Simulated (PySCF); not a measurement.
Electric field gradients and quadrupole coupling constants

Species: C₇H₁₄O₃.
Cartesian coordinates in Å at the GFN2-xTB level; atoms count from 1:
```xyz
24
C7H14O3 angstrom
C      3.918   -0.577   -1.108
O      2.708    0.165   -1.186
C      1.923    0.148   -0.103
O      2.162   -0.429    0.919
O      0.859    0.900   -0.359
C     -0.144    0.982    0.654
C     -1.396    0.166    0.288
C     -1.018   -1.304    0.098
C     -1.999    0.717   -1.005
C     -2.399    0.302    1.435
H      3.764   -1.576   -1.521
H      4.246   -0.660   -0.071
H      4.653   -0.038   -1.703
H     -0.395    2.043    0.740
H      0.278    0.626    1.600
H     -1.911   -1.904   -0.061
H     -0.496   -1.683    0.974
H     -0.369   -1.423   -0.767
H     -2.347    1.738   -0.862
H     -1.254    0.715   -1.796
H     -2.842    0.105   -1.318
H     -1.996   -0.122    2.351
H     -2.637    1.348    1.617
H     -3.320   -0.220    1.190
```

Field gradients from the PBE0/pcSseg-1 density (PySCF, non-relativistic), principal values in atomic units, ordered |Vxx| ≤ |Vyy| ≤ |Vzz|:

```csv
atom,Vxx,Vyy,Vzz
O2,-0.4699,-1.3677,1.8377
O4,0.5357,0.8300,-1.3657
O5,-0.4910,-1.2930,1.7841
```

Q: Find the asymmetry η = (Vxx − Vyy)/Vzz and the couplings χ = eQV/h (234.96 MHz × Q in barn × V in au), with Q(17O) = −0.0256 b.

A: 
```tsv
atom	environment	nucleus	η	χzz (MHz)	χxx (MHz)	χyy (MHz)
O2	oxygen singly bound to a carbonyl carbon	17O	0.49	-11.05	2.83	8.23
O4	carbonate carbonyl oxygen	17O	0.22	8.21	-3.22	-4.99
O5	oxygen singly bound to a carbonyl carbon	17O	0.45	-10.73	2.95	7.78
```

Q: What is Vzz at O5 in SI units (1 au = 9.71736 × 10²¹ V/m²)?

A: 1.7841 au = 17.336 × 10²¹ V/m².

Q: And the gradient at the other heavy atoms, for which no coupling is worked out here?

A: 
```csv
atom,environment,Vzz (au),η
C1,methoxy carbon,0.497,0.10
C3,carbonate carbon,0.273,0.89
C6,sp3 carbon bound to oxygen,0.505,0.18
C7,quaternary sp3 carbon,0.037,0.48
C8,methyl carbon,0.058,0.27
C9,methyl carbon,0.056,0.56
C10,methyl carbon,0.050,0.14
```

Were the hydrogens deuterons (Q(2H) = 0.00286 b), χzz would run from 190 kHz (H15) to 213 kHz (H21, H24, H16 and H19).

One conformer (not necessarily the lowest) at the GFN2-xTB geometry, without solvent, vibrations or thermal averaging. GFN2-xTB bond lengths can be off by several hundredths of an ångström, more for odd bonds, and the gradients follow them. With a basis this small, the couplings can be 20 % off.
